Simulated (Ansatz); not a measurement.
An input meant for BeCl2 (charge 0, singlet; atoms displaced at random, 0.15 Å in each coordinate).

```yaml
crystal:
  periodic: [false, false, false]
  atoms:
    - {symbol: Be, position_ang: [-0.000212, -0.143407, 0.201205]}
    - {symbol: Cl, position_ang: [0.092050, 0.256566, 1.883450]}
    - {symbol: Cl, position_ang: [0.049788, 0.156593, 0.201205]}
basis:
  gaussian: {orbitals: def2-mTZVPP}
hamiltonian: {xc: {name: BHLYP}, dispersion: d4}
scf: {lower_state_search: light}
```

```sh
$ ansatz run in.yaml --threads 4 --pin off --events-out ev --progress --plain --max-ram 3916MiB
```

Shortened log:

```
Functional definition: BHLYP
632 factors; integrals over basis functions are off by at most 8.1e-4 eV
mean field evaluation 1: about -24641.1911 eV, gradient 6.4e1 eV
mean field evaluation 2: about -24644.0718 eV, gradient 4.4e1 eV
mean field evaluation 4: about -24647.3869 eV, gradient 1.6e0 eV
mean field evaluation 8: about -24648.6353 eV, gradient 3.3e-1 eV
mean field evaluation 16: about -24648.6366 eV, gradient 4.5e-4 eV
a density is far from that of the atoms, so the factors are made again for it
667 factors; integrals over basis functions are off by at most 2.0e-4 eV
mean field -24648.63666397 eV, -905.8206899548 hartree, gradient 1.3e-5 eV, S^2 0.000000; 0 other end points of the search recorded, 0 dependent functions left out
reference -24648.63679542 eV, -905.8206947857 hartree; 19, 19 occupied and 46, 46 virtual orbitals, 667 factors
Total energy: -24648.72637176 eV, -905.8239866555 hartree
```

Q: What is wrong with this run?

A: One atom was put on top of another. Self-consistency was reached. The result belongs to that input, not to the species as meant.
